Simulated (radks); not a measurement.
The numbers below are computed, except where a source is named.
Task: Successive ionisation energies (eV) of one element, from differences of total energies of ions in their ground configurations, starting at charge 0: 14.071, 24.396, 35.408, 51.112, 64.276, 77.735, 109.64, 127.04, 233.13, 270.25, 309.00, 349.26, 390.90, 447.02, 493.20, 540.80, 589.72, 639.84, 789.26, 836.04, 882.48, 944.72. Level of theory: scalar-relativistic Kohn-Sham, PBEsol, spin-polarised, spherical densities, finite nucleus; open shells are filled with parallel spins first; Fermi nuclear charge, rms radius 4.1884 fm (a radial shooting solver on a logarithmic mesh with Libxc functionals). Which element is it?

Result: Krypton (Z = 36). The first species listed is Kr in [Kr], the last Kr21+ in [Ne] 3s2 3p3.
